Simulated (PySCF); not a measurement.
**Ionisation energy of Te³⁶⁺ by level of theory**

Te³⁶⁺ [Ne] 3s2 3p4 (3P) → Te³⁷⁺ [Ne] 3s2 3p3 (4S), as a difference of total energies. Calculation: PySCF 2.14, in an uncontracted even-tempered set (18 s from 5.6 bohr⁻², ratio 2.5; 12 p from 7.3 bohr⁻², ratio 2.5; 5 d from 33 bohr⁻², ratio 2.7; 4 f from 50 bohr⁻², ratio 2.7); the spin-free X2C one-electron Hamiltonian (Gaussian nucleus). Correlated levels: outer shells: 1s2 frozen; virtual orbitals above 40 to 60 times the deepest correlated orbital energy dropped. The calculations carry no spin-orbit coupling.

| method | ionisation energy (eV) |
| --- | --- |
| UHF | 2482.2 |
| LDA | 2484.9 |
| PBE | 2485.6 |
| PBE0 | 2485.2 |
| r2SCAN | 2485.0 |
| r2SCAN0 | 2484.8 |
| revPBE | 2485.5 |
| MP2 (outer shells) | 2483.3 |
| SCS-MP2 (outer shells) | 2483.3 |

Spin-orbit coupling is strong in these open shells (close to jj coupling). The scalar numbers leave it out and a first-order estimate fails, so it can dominate the gap to the real levels.

Breit and QED terms and the two-electron picture change are absent.

For comparison: 2472 ± 5 eV (theoretical estimate listed by NIST; NIST Atomic Spectra Database, ionization energies).
